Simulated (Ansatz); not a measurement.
Computed with Ansatz on PBE0-D4/def2-TZVP structures; ΔE is electronic, products minus reactants. CCSD(T)/CBS adds triple-zeta CCSD(T) − MP2 to the extrapolated MP2 energy (def2 sets, frozen cores). DFT in def2-TZVPP. B3LYP here is the variant with VWN-RPA as its local correlation; programs differ in this. For Ge, Se outer-core shells are correlated without core-valence functions, which leaves a few kJ/mol of doubt a bond. Scalar relativity is left out up to krypton. Each species was taken in one conformer, which may not be the lowest.

Consider the redistribution: `CB[Se]C` + `C[O][Ge]([CH3])([NH2])[Cl]` → `C[O][Ge]([CH3])([Cl])[Se]C` + `CBN`.

| level | ΔE (kcal/mol) | difference from CCSD(T)/CBS |
| --- | --- | --- |
| PBE-D4 | -23.5 | -1.7 |
| r2SCAN-D4 | -22.4 | -0.6 |
| PBE0-D4 | -23.3 | -1.5 |
| B3LYP-D4 | -24.7 | -2.9 |
| ωB97X-V | -22.4 | -0.6 |
| ωB97M-V | -23.4 | -1.6 |
| B2PLYP | -22.6 | -0.8 |
| PBE | -22.6 | -0.8 |
| r2SCAN | -22.2 | -0.4 |
| PBE0 | -22.5 | -0.7 |
| B3LYP | -23.3 | -1.5 |
| HF/def2-TZVPP | -21.9 | -0.1 |
| MP2/def2-TZVPP | -21.8 | 0.0 |
| SCS-MP2/def2-TZVPP | -21.6 | 0.2 |
| CCSD/def2-TZVPP | -21.2 | 0.6 |
| CCSD(T)/def2-TZVPP | -21.2 | 0.6 |
| HF/def2-QZVPP | -21.8 | 0.0 |
| MP2/def2-QZVPP | -22.1 | -0.3 |
| SCS-MP2/def2-QZVPP | -21.8 | 0.0 |
| HF/CBS(def2) | -21.8 | 0.0 |
| MP2/CBS(def2) | -22.4 | -0.6 |
| CCSD/CBS(def2) | -21.8 | 0.0 |
| CCSD(T)/CBS | -21.8 | 0 |

Largest T1 diagnostic among the species: 0.012.

The D4 term adds −1.4 kcal/mol with B3LYP and −0.8 kcal/mol with PBE0; it sums over pairs of atoms, weighted by their polarisabilities, and B3LYP, whose exchange is more repulsive, gets the larger term.

CCSD(T)/CBS has its own doubt, a few kJ/mol and more with outer-core shells, so smaller differences from it don't rank the levels.
